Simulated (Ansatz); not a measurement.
`CN(C)c1ccc(/C=C/c2ccc(/C=C/c3ccc(/C=C/C#N)s3)s2)s1`. Total charge 0; triplet. Geometry PBE-D4/def2-SVP, that of the neutral singlet; atoms count from 1.

```xyz
44

C     4.415   -5.740   -5.365
N     3.491   -5.260   -4.357
C     2.203   -5.910   -4.210
C     3.669   -3.992   -3.869
C     4.747   -3.120   -4.076
C     4.599   -1.900   -3.377
C     3.416   -1.788   -2.641
C     2.973   -0.683   -1.853
C     1.794   -0.592   -1.148
C     1.374    0.543   -0.376
C     2.011    1.773   -0.135
C     1.263    2.642    0.681
C     0.027    2.117    1.096
C    -0.951    2.755    1.920
C    -2.159    2.226    2.309
C    -3.129    2.884    3.138
C    -3.106    4.157    3.740
C    -4.259    4.449    4.488
C    -5.210    3.415    4.491
C    -6.494    3.330    5.127
C    -7.074    4.303    5.902
C    -8.351    4.147    6.500
N    -9.410    4.033    7.004
S    -4.624    2.070    3.533
S    -0.177    0.501    0.441
S     2.453   -3.259   -2.830
H     4.233   -6.816   -5.546
H     4.314   -5.197   -6.335
H     5.463   -5.626   -5.019
H     2.301   -6.986   -4.448
H     1.850   -5.827   -3.160
H     1.415   -5.472   -4.870
H     5.609   -3.359   -4.711
H     5.340   -1.089   -3.405
H     3.673    0.170   -1.838
H     1.102   -1.451   -1.172
H     2.998    2.022   -0.548
H     1.596    3.646    0.978
H    -0.674    3.770    2.256
H    -2.420    1.212    1.961
H    -2.261    4.850    3.630
H    -4.411    5.395    5.026
H    -7.060    2.396    4.974
H    -6.558    5.259    6.093
```

Single mean-field runs in def2-TZVP are fitted with def2-universal-jkfit. At PBE0-D4/def2-TZVP a singlet of charge 0 lies 1.29 eV below the triplet at the same geometry.

Problem. Estimate the Mulliken populations of the heavy atoms from the PBE0/def2-TZVP orbitals of Ansatz.

Solution. 
| atom | charge (e) | spin (α − β) |
| --- | --- | --- |
| C1 | -0.32 | -0.01 |
| N2 | -0.04 | 0.07 |
| C3 | -0.32 | -0.01 |
| C4 | 0.12 | 0.13 |
| C5 | -0.24 | -0.02 |
| C6 | -0.23 | 0.19 |
| C7 | 0.19 | -0.06 |
| C8 | -0.23 | 0.30 |
| C9 | -0.21 | -0.06 |
| C10 | 0.18 | 0.26 |
| C11 | -0.17 | 0.04 |
| C12 | -0.22 | 0.11 |
| C13 | 0.22 | 0.17 |
| C14 | -0.27 | 0.08 |
| C15 | -0.19 | 0.32 |
| C16 | 0.16 | -0.06 |
| C17 | -0.21 | 0.18 |
| C18 | -0.17 | -0.11 |
| C19 | 0.17 | 0.23 |
| C20 | -0.26 | -0.12 |
| C21 | 0.00 | 0.25 |
| C22 | -0.22 | -0.07 |
| N23 | -0.06 | 0.12 |
| S24 | 0.02 | 0.07 |
| S25 | -0.03 | 0.04 |
| S26 | -0.05 | -0.01 |
Mulliken values depend strongly on the basis.

Problem. Where does the spin sit?

Solution. Summed by element: C 1.76, N 0.19, S 0.10, H -0.05, of 2 unpaired in all. Largest on single atoms: C15 0.32, C8 0.30, C10 0.26.

Problem. And the Mayer bond orders between heavy atoms (over 0.3)?

Solution. C1–N2 0.96 (1.45 Å); N2–C3 0.97 (1.45 Å); N2–C4 1.23 (1.37 Å); C4–C5 1.42 (1.40 Å); C4–S26 1.18 (1.76 Å); C5–C6 1.36 (1.41 Å); C6–C7 1.37 (1.40 Å); C7–C8 1.24 (1.43 Å); C7–S26 1.16 (1.77 Å); C8–C9 1.46 (1.38 Å); C9–C10 1.29 (1.43 Å); C10–C11 1.22 (1.41 Å); C10–S25 1.15 (1.75 Å); C11–C12 1.52 (1.41 Å); C12–C13 1.19 (1.41 Å); C13–C14 1.35 (1.43 Å); C13–S25 1.19 (1.76 Å); C14–C15 1.37 (1.38 Å); C15–C16 1.26 (1.44 Å); C16–C17 1.30 (1.41 Å); C16–S24 1.19 (1.75 Å); C17–C18 1.45 (1.40 Å); C18–C19 1.34 (1.40 Å); C19–C20 1.13 (1.44 Å); C19–S24 1.20 (1.75 Å); C20–C21 1.61 (1.37 Å); C21–C22 1.08 (1.42 Å); C22–N23 3.00 (1.18 Å).
